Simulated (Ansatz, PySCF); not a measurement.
Process, species as SMILES: CCCC[C@H](C)Cl -> [CH2][C@H](Cl)CCCC + H atom (the C-H bond at the site shown breaks; other sites are not compared here)
Geometries: B3LYP-D3(BJ)/def2-TZVP minima from Ansatz (a first-principles code), one conformer each, not searched for the lowest. Frequencies are from PySCF.

Property: bond dissociation energy (0 K, with B3LYP-D3(BJ) harmonic zero-point energies), in kJ/mol. Correlated levels leave the core frozen unless marked. Open shells are spin-unrestricted. No spin-orbit coupling. Non-relativistic. CBS marks a two-point X^-3 extrapolation of the correlation energy; Hartree-Fock from the larger set. [CCSD(T)-MP2]/basis is that difference in the basis named.

| level | program | bond dissociation energy (kJ/mol) |
|---|---|---|
| HF/cc-pV(D+d)Z | Ansatz | 310.9 |
| PBE0-D4/def2-TZVP | Ansatz + dftd4 | 401.7 |
| PBE0-D4/def2-TZVPD | Ansatz + dftd4 | 401.4 |
| PBE0/def2-QZVPP | Ansatz | 400.8 |
| BHLYP-D3(BJ)/def2-TZVPD | Ansatz + dftd3 | 404.2 |
| B2PLYP/def2-TZVPD | Ansatz | 405.9 |
| MP2/6-31G* | Ansatz | 389.8 |

Predict the RI-MP2/CBS(cc-pV(T+d)Z,cc-pV(Q+d)Z)+[CCSD(T)-MP2]/cc-pV(T+d)Z result (Ansatz).

422.5 kJ/mol, so MP2/6-31G* differs from it by -32.7 kJ/mol.
